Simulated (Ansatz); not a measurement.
One change: `O[SiH](O)[NH][GeH3]` becomes `NC[SiH](O)O`.

Ansatz, PBE0-D4/def2-TZVP geometries, multiplicity 1. Each molecule was computed in one conformer, which needn't be the lowest.

Scalar relativity is left out up to krypton.

```json
{"property": "HOMO–LUMO gap (ωB97M-V/def2-TZVPP) / eV", "`O[SiH](O)[NH][GeH3]`": "11.89"}
{"property": "size of the dipole moment (PBE/def2-TZVPP) / D", "`O[SiH](O)[NH][GeH3]`": "1.40"}
{"property": "LUMO energy (ωB97M-V/def2-TZVPP) / eV", "`O[SiH](O)[NH][GeH3]`": "2.03"}
{"property": "HOMO–LUMO gap (B3LYP/def2-TZVPP) / eV", "`O[SiH](O)[NH][GeH3]`": "7.47"}
{"property": "size of the dipole moment (B3LYP/def2-TZVPP) / D", "`O[SiH](O)[NH][GeH3]`": "1.47"}
{"property": "LUMO energy (B3LYP/def2-TZVPP) / eV", "`O[SiH](O)[NH][GeH3]`": "0.17"}
```

**Question.** What does the change do to each property? (Best estimate.)

**Answer.** Computed: 
```json
{"property": "HOMO–LUMO gap (ωB97M-V/def2-TZVPP) / eV", "`NC[SiH](O)O`": "11.65", "shift": "-0.24"}
{"property": "size of the dipole moment (PBE/def2-TZVPP) / D", "`NC[SiH](O)O`": "3.04", "shift": "1.64"}
{"property": "LUMO energy (ωB97M-V/def2-TZVPP) / eV", "`NC[SiH](O)O`": "2.02", "shift": "-0.01"}
{"property": "HOMO–LUMO gap (B3LYP/def2-TZVPP) / eV", "`NC[SiH](O)O`": "7.26", "shift": "-0.21"}
{"property": "size of the dipole moment (B3LYP/def2-TZVPP) / D", "`NC[SiH](O)O`": "3.10", "shift": "1.63"}
{"property": "LUMO energy (B3LYP/def2-TZVPP) / eV", "`NC[SiH](O)O`": "0.20", "shift": "0.03"}
```

With PBE0 the HOMO rises by 0.27 eV and the LUMO rises by 0.07 eV, so the gap narrows by about 0.20 eV. PBE moves the HOMO by 0.34 eV and ωB97M-V by 0.24 eV. Dipoles are sizes alone; their direction can turn.

B3LYP here is the variant with VWN-RPA as its local correlation; programs differ in this.
